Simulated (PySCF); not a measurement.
**Pd (palladium, neutral): TPSS calculation**

Configuration: [Kr] 4d9 5p1, one real determinant (an excited configuration). Computed with PySCF 2.14 in def2-QZVPP with the def2 core potential (28 electrons) (7s5p4d4f2g, 88 functions), with scalar relativity through the core potential.

```
Total energy                                                  : -127.6632 hartree
One-electron energy                                           : -224.4184 hartree
Hartree (Coulomb) energy                                      : 109.3648 hartree
Exchange-correlation energy                                   : -12.6096 hartree
⟨S²⟩                                                          : 2.0009
⟨L²⟩                                                          : 8.041
Sum of ⟨r⟩                                                    : 26.24 bohr
Sum of ⟨r²⟩                                                   : 57.98 bohr²
Traceless quadrupole moment −½Σ⟨3z² − r²⟩ along its main axis : -9.44 e·bohr²
```

```json
{"shell": "4s α", "electrons": "1", "mean orbital energy (eV)": "-93.078", "spread (eV)": "0", "rms radius, mean of both spins (bohr)": "1.01"}
{"shell": "4s β", "electrons": "1", "mean orbital energy (eV)": "-92.263", "spread (eV)": "0", "rms radius, mean of both spins (bohr)": "1.01"}
{"shell": "4p α", "electrons": "3", "mean orbital energy (eV)": "-58.007", "spread (eV)": "1.269", "rms radius, mean of both spins (bohr)": "1.12"}
{"shell": "4p β", "electrons": "3", "mean orbital energy (eV)": "-57.145", "spread (eV)": "0.187", "rms radius, mean of both spins (bohr)": "1.12"}
{"shell": "4d α", "electrons": "5", "mean orbital energy (eV)": "-8.539", "spread (eV)": "1.407", "rms radius, mean of both spins (bohr)": "1.65"}
{"shell": "4d β", "electrons": "4", "mean orbital energy (eV)": "-7.837", "spread (eV)": "0.548", "rms radius, mean of both spins (bohr)": "1.65"}
{"shell": "5p α", "electrons": "1", "mean orbital energy (eV)": "-2.064", "spread (eV)": "0", "rms radius, mean of both spins (bohr)": "4.90"}
```

⟨L²⟩ = 8.04 against 12 for a pure F term, so this real determinant mixes terms. Energies and moments cover only the electrons outside the core potential.
